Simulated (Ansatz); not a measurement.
A run on C3H4FInO (`C#C[O][In]([CH3])[F]`) with other settings.

```yaml
crystal:
  periodic: [false, false, false]
  atoms:
    - {symbol: C, position_ang: [-1.927400, 1.133298, 2.658275]}
    - {symbol: C, position_ang: [-1.417156, 0.451899, 1.807528]}
    - {symbol: O, position_ang: [-0.898046, -0.306222, 0.916591]}
    - {symbol: In, position_ang: [0.482061, 0.236220, -0.454953]}
    - {symbol: C, position_ang: [1.215743, -1.166677, -1.856396]}
    - {symbol: F, position_ang: [0.907354, 2.107639, -0.200885]}
    - {symbol: H, position_ang: [-2.375839, 1.736609, 3.407776]}
    - {symbol: H, position_ang: [0.863359, -0.888313, -2.848832]}
    - {symbol: H, position_ang: [2.304346, -1.149859, -1.839125]}
    - {symbol: H, position_ang: [0.845570, -2.154583, -1.589980]}
basis:
  gaussian: {orbitals: STO-3G}
hamiltonian: {xc: {name: r2SCAN50}, dispersion: d3bjatm}
output: {forces: true}
```

```sh
$ ansatz run in.yaml --threads 4 --pin off --events-out ev --progress --plain --max-ram 10444MiB
```

Shortened log:

```
Functional definition: r2SCAN50
781 factors; integrals over basis functions are off by at most 4.9e-5 eV
mean field evaluation 1: about -162529.1479 eV, gradient 2.5e1 eV
mean field evaluation 2: about -162528.1143 eV, gradient 3.6e1 eV
mean field evaluation 4: about -162531.9890 eV, gradient 2.2e0 eV
mean field evaluation 8: about -162531.9888 eV, gradient 7.6e-2 eV
mean field evaluation 16: about -162531.9888 eV, gradient 1.8e-5 eV
mean field -162531.98881124 eV, -5972.9404206743 hartree, gradient 1.8e-5 eV, S^2 0.000000; 0 other end points of the search recorded, 0 dependent functions left out
reference -162531.98881506 eV, -5972.9404208144 hartree; 44, 44 occupied and 12, 12 virtual orbitals, 781 factors
Total energy: -162532.05805027 eV, -5972.9429651615 hartree
Atom 0 at    -1.927400     1.133298     2.658275 Å, force     0.851174    -1.192597    -1.441137 eV/Å
Atom 1 at    -1.417156     0.451899     1.807528 Å, force    -1.563957     2.788407     2.881737 eV/Å
Atom 2 at    -0.898046    -0.306222     0.916591 Å, force     2.164666    -1.138925    -2.927726 eV/Å
Atom 3 at     0.482061     0.236220    -0.454953 Å, force    -0.438341     0.667237     0.762209 eV/Å
Atom 4 at     1.215743    -1.166677    -1.856396 Å, force    -0.788475     1.352156     1.412294 eV/Å
Atom 5 at     0.907354     2.107639    -0.200885 Å, force    -0.467594    -1.912353    -0.221821 eV/Å
Atom 6 at    -2.375839     1.736609     3.407776 Å, force     0.004227    -0.054452    -0.026055 eV/Å
Atom 7 at     0.863359    -0.888313    -2.848832 Å, force     0.227514    -0.337405     0.146056 eV/Å
Atom 8 at     2.304346    -1.149859    -1.839125 Å, force    -0.282346    -0.252643    -0.207449 eV/Å
Atom 9 at     0.845570    -2.154583    -1.589980 Å, force     0.293133     0.080575    -0.378108 eV/Å
Dipole moment:     0.447328    -0.189000    -0.589490 e Å
```

Hardware: 4 threads of an Arm Neoverse V1 on a shared host. Wall time 2.2 s, peak host memory 0.18 GiB.
